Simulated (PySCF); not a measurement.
C₂H₇F₂NSi, SMILES CC[Si](N)(F)F. Geometry optimised at PBE-D3(BJ)/def2-SVP. One conformer was computed; it need not be the lowest.

Problem. Give the equilibrium geometry at PBE-D3(BJ)/def2-SVP (PySCF confirms it by a frequency run) as a Z-matrix. (The exact figures need the calculation; the answer reports its results.)

Solution. Several could match; the one computed here: 
```
C
H 1 1.1115
H 1 1.1131 2 105.20
C 1 1.5361 2 111.30 3 120.32
H 4 1.1087 1 111.20 2 179.63
H 4 1.1088 5 106.95 1 121.39
H 4 1.1089 5 107.96 6 115.60
Si 1 1.8630 2 107.67 3 -114.64
F 8 1.6346 1 111.77 2 -65.49
F 8 1.6404 9 104.18 1 -116.96
N 8 1.7171 9 106.16 10 -120.82
H 11 1.0220 8 119.87 9 -172.07
H 11 1.0226 12 111.04 8 147.29
```
